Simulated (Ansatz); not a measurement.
`O[Si](F)(Br)Br` + HBr → `O[Si](Br)(Br)Br` + H–F at 400 K and 1 bar (ligand exchange at the Si–F bond).

Calculated with Ansatz (gas phase, PBE0-D4/def2-TZVP geometries, no zero-point term in ΔE). CCSD(T)/CBS is the MP2 limit (def2-TZVPP, def2-QZVPP) plus CCSD(T) − MP2 in def2-TZVPP, frozen cores. This one scheme is used for every species. For Br outer-core shells are correlated without core-valence functions, which leaves a few kJ/mol of doubt a bond. Scalar relativity is left out up to krypton. Each species was taken in one conformer, which may not be the lowest.

```tsv
species	CCSD(T)/CBS energy (Eh)	H − E (kJ/mol)	S (J/(mol·K))
`O[Si](F)(Br)Br`	-5611.50823	83.3	394.7
HBr	-2573.91920	27.6	207.2
`O[Si](Br)(Br)Br`	-8085.01229	80.8	419.0
H–F	-100.39570	36.5	182.2
```

H − E and S are ideal-gas, rigid-rotor, harmonic terms from PBE0-D4/def2-TZVP, for one conformer and one mirror image of each species. 1 Eh = 2625.50 kJ/mol, R = 8.31446 J/(mol·K).

Problem. By hand: ΔE, ΔH, ΔS and ΔG.

Solution. ΔE = (-8085.01229) + (-100.39570) − (-5611.50823) − (-2573.91920) = 0.01944 Eh = 51.0 kJ/mol. Δ(H − E) = 80.8 + 36.5 − 83.3 − 27.6 = 6.4, so ΔH = 57.4 kJ/mol. ΔS = 419.0 + 182.2 − 394.7 − 207.2 = -0.7 J/(mol·K). ΔG = 57.4 − 400 × (-0.7)/1000 = 57.7 kJ/mol.

Problem. By hand: the equilibrium constant, and the temperature at which ΔG would vanish if ΔH and ΔS stayed fixed.

Solution. log₁₀ K = −ΔG/(RT ln 10) = -7.5. ΔH and −TΔS have one sign here, so there is no such temperature. One of them is within its doubt of zero, so this could turn.

The number of gas molecules stays the same, so ΔS is small and ΔH decides. A doubt of 5 kJ/mol in ΔE shifts log₁₀ K by 0.7 here. Other conformers and mirror images would add mixing entropy, several J/(mol·K) or more a flexible species. These are equilibria of isolated gas molecules and say nothing of rates. Largest T1 diagnostic: 0.009 (customary marks: 0.02 for closed shells, 0.045 for open ones).
